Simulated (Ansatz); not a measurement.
`[F][SnH]([Cl])[Br]` + CH₃NH₂ → `C[NH][SnH]([F])[Cl]` + HBr at 600 K and 1 bar (ligand exchange at the Sn–Br bond).

Computed with Ansatz on PBE0-D4/def2-TZVP structures; ΔE is electronic, products minus reactants. CCSD(T)/CBS adds triple-zeta CCSD(T) − MP2 to the extrapolated MP2 energy (def2 sets, frozen cores). def2 core potentials past Kr. For Br, Sn outer-core shells are correlated without core-valence functions, which leaves a few kJ/mol of doubt a bond. Scalar relativity is left out up to krypton. Each species was taken in one conformer, which may not be the lowest.

| species | CCSD(T)/CBS energy (Eh) | H − E (kJ/mol) | S (J/(mol·K)) |
| --- | --- | --- | --- |
| `[F][SnH]([Cl])[Br]` | -3347.63611 | 75.0 | 419.0 |
| CH₃NH₂ | -95.75281 | 199.3 | 283.8 |
| `C[NH][SnH]([F])[Cl]` | -869.43527 | 233.2 | 479.4 |
| HBr | -2573.91920 | 33.5 | 219.1 |

H − E and S are ideal-gas, rigid-rotor, harmonic terms from PBE0-D4/def2-TZVP, for one conformer and one mirror image of each species. 1 Eh = 2625.50 kJ/mol, R = 8.31446 J/(mol·K).

By hand: ΔE, ΔH, ΔS and ΔG.

ΔE = (-869.43527) + (-2573.91920) − (-3347.63611) − (-95.75281) = 0.03445 Eh = 90.4 kJ/mol. Δ(H − E) = 233.2 + 33.5 − 75.0 − 199.3 = -7.6, so ΔH = 82.8 kJ/mol. ΔS = 479.4 + 219.1 − 419.0 − 283.8 = -4.3 J/(mol·K). ΔG = 82.8 − 600 × (-4.3)/1000 = 85.4 kJ/mol.

By hand: the equilibrium constant, and the temperature at which ΔG would vanish if ΔH and ΔS stayed fixed.

log₁₀ K = −ΔG/(RT ln 10) = -7.4. ΔH and −TΔS have one sign here, so there is no such temperature.

The number of gas molecules stays the same, so ΔS is small and ΔH decides. A doubt of 5 kJ/mol in ΔE shifts log₁₀ K by 0.4 here. Other conformers and mirror images would add mixing entropy, several J/(mol·K) or more a flexible species. Modes under 60 cm⁻¹, often nearly free rotors, make the harmonic entropy too high. These are equilibria of isolated gas molecules and say nothing of rates. Largest T1 diagnostic: 0.013 (customary marks: 0.02 for closed shells, 0.045 for open ones).

ΔS is within the doubt of such terms, so its sign, and with it that verdict, could turn.
